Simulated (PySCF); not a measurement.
A structure optimised at TPSSh-D3(BJ)/def2-SVP, used in a PySCF frequency run:

```xyz
8

C     -1.6817    -1.5542     0.0000
Ge     0.0321    -0.6682     0.0000
F      0.9841    -1.1490     1.3665
F      0.9841    -1.1490    -1.3665
Br    -0.0758     1.6157     0.0000
H     -2.2399    -1.2578     0.8987
H     -2.2399    -1.2578    -0.8987
H     -1.5182    -2.6412     0.0000
```

Write its SMILES, formula and point group.

[CH3][Ge]([F])([F])[Br], CH3BrF2Ge, Cs

What are its rotational constants (standard atomic weights)?

3.2544, 1.2543, 1.2235 GHz
